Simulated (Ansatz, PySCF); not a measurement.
The pair A = H2S (SMILES S) (first 3 atoms), B = Si2H6 (SMILES [SiH3][SiH3]); geometry from B3LYP-D3(BJ)/def2-TZVP.
(charge 0, multiplicity 1):
```
atom    x (Å)    y (Å)    z (Å)
----  -------  -------  -------
S      0.1171  -0.6204   0.1974
H      0.5660   0.6235  -0.0329
H     -1.1658  -0.2474   0.0658
Si     1.2508  -0.1311   3.6851
Si    -0.9888   0.5682   3.5286
H      2.0981   0.5872   2.7033
H      1.3684  -1.5880   3.4448
H      1.7801   0.1602   5.0422
H     -1.4770   1.0365   4.8510
H     -1.8676  -0.5386   3.0823
H     -1.1251   1.6924   2.5703
```

Cores are frozen in the correlated methods. CBS: X⁻³ extrapolation of the correlation energy, Hartree–Fock from the larger set. MP2 and its Hartree–Fock in aug-cc-pV(T+d)Z are density fitted.

Codes used: Ansatz (a first-principles code) with Gaussian orbitals; PySCF for the dispersion terms. Values without a source in brackets are computed.

The monomers are drawn apart, rigid, along the line of their centres of mass. Counterpoise-corrected interaction energies (kcal/mol):

```tsv
level	R = 4.992 Å	R = 6.471 Å
PBE/def2-TZVPPD	-0.4356	-0.0803
PBE-D3(BJ)/def2-TZVPPD	-0.8887	-0.1844
wB97M-V/def2-TZVPPD	-0.7484	-0.1685
MP2/CBS(aug-cc-pV(D+d)Z, aug-cc-pV(T+d)Z) + ΔCCSD(T)/aug-cc-pV(D+d)Z	-0.7552	-0.1662
```

### Question
R is the distance of the centres of mass. Find the local exponent m of E ∝ R⁻ᵐ between the two points.

### Answer

m = ln(E₁/E₂)/ln(R₂/R₁): PBE/def2-TZVPPD 6.5; PBE-D3(BJ)/def2-TZVPPD 6.1; wB97M-V/def2-TZVPPD 5.7; MP2/CBS(aug-cc-pV(D+d)Z, aug-cc-pV(T+d)Z) + ΔCCSD(T)/aug-cc-pV(D+d)Z 5.8. For scale, two fixed dipoles give m = 3, dipole and quadrupole 4, quadrupoles 5, and dispersion or dipole-induced dipole 6 at long range; at these distances several terms mix, and what is left of overlap and damping shifts m, so it need not match one of them.
